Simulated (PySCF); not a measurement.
A structure optimised at TPSSh-D3(BJ)/def2-TZVP, used in a PySCF frequency run:

```xyz
3

Au     0.0000     0.0000     0.3861
O      0.0000     0.0000    -2.6589
C      0.0000     0.0000    -1.5383
```
Charge +1, spin multiplicity 1.

Question: Write its SMILES, formula and point group.

Answer: [O+]#[C-]->[Au+], CAuO, C∞v

Question: What are its rotational constants (standard atomic weights)?

Answer: 2.9747 GHz (linear rotor, B only)
